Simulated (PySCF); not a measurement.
C5H13GaO.
SMILES: `C1[C@@H](CC[O+]1[GaH3-])C`

Level of theory: TDDFT wB97X-D/def2-SVPD, vertical, gas phase, core orbitals frozen in the response (PySCF 2.14.0, density-fitted response routines). One conformer (not necessarily the lowest) at the PBE0-D3(BJ)/def2-SVP geometry, without solvent, vibrations or thermal averaging. Relativistic effects, spin–orbit coupling among them, are left out although an element past zinc is present.

Each state is given a Gaussian of 0.4 eV full width at half maximum, with ε(max) = 2.175×10⁸ f / Δν̃ (Δν̃ the width in cm⁻¹). The width is an assumption, not a result. The curve ends short of the highest state used, and states not computed would add to its high-energy end.

(E (eV), ε (L mol⁻¹ cm⁻¹)): (5.91, 0), (5.97, 1), (6.03, 2), (6.09, 6), (6.15, 14), (6.21, 29), (6.28, 57), (6.34, 90), (6.40, 128), (6.46, 166), (6.52, 196), (6.58, 213), (6.65, 212), (6.71, 197), (6.77, 181), (6.83, 195), (6.89, 302), (6.95, 614), (7.02, 1477), (7.08, 2890), (7.14, 5103), (7.20, 8107), (7.26, 11619), (7.32, 15090), (7.39, 18171), (7.45, 19300), (7.51, 18722), (7.57, 16570), (7.63, 13357), (7.70, 9242), (7.76, 6169), (7.82, 3926), (7.88, 2553), (7.94, 1850), (8.00, 1556), (8.07, 1510)

Problem. Locate the maxima and give the states behind the curve.

Solution. 188 nm (6.61 eV), ε about 220, made up of S1 (47%) and S2 (53%); 166 nm (7.46 eV), ε about 19000, made up of S3 (45%) and S4 (55%) (ε in L mol⁻¹ cm⁻¹; maxima over ε = 5, shares over 10%). At its high-energy end, 8.07 eV, the curve is still rising (ε about 1500, from S5 and S7). The states used: S1 6.51 eV (f 0.0018); S2 6.70 eV (f 0.0019); S3 7.36 eV (f 0.154); S4 7.54 eV (f 0.175); S5 8.01 eV (f 0.015); S6 8.13 eV (f 0.0023); S7 8.52 eV (f 0.089); S8 8.60 eV (f 0.082); S9 8.63 eV (f 0.234); S10 8.67 eV (f 0.067).

Problem. Coming from long wavelengths, where does ε first pass 100 L mol⁻¹ cm⁻¹?

Solution. At about 195 nm (6.36 eV), 0.15 eV below S1.

Problem. What would ε be at 7.46 eV, the highest of these maxima, with half the width (0.2 eV)?

Solution. About 25800 L mol⁻¹ cm⁻¹ against 19300, a factor of about 1.3; a lone state at its own centre would give exactly 2.

Problem. On this curve, what absorbance would a 10⁻⁴ mol/L sample give at 193 nm over a 1 cm path?

Solution. 193 nm is 6.424 eV, where ε is about 140 L mol⁻¹ cm⁻¹, so A = ε c l ≈ 0.014 (Beer–Lambert, with the gas-phase spectrum and the assumed width).

All these states lie below the vertical ionisation energy of 9.69 eV (ΔSCF).

Time: 12 min wall; peak memory 1.3 GiB. Hardware: one thread of an Intel Xeon at 2.50 GHz, on a shared host.
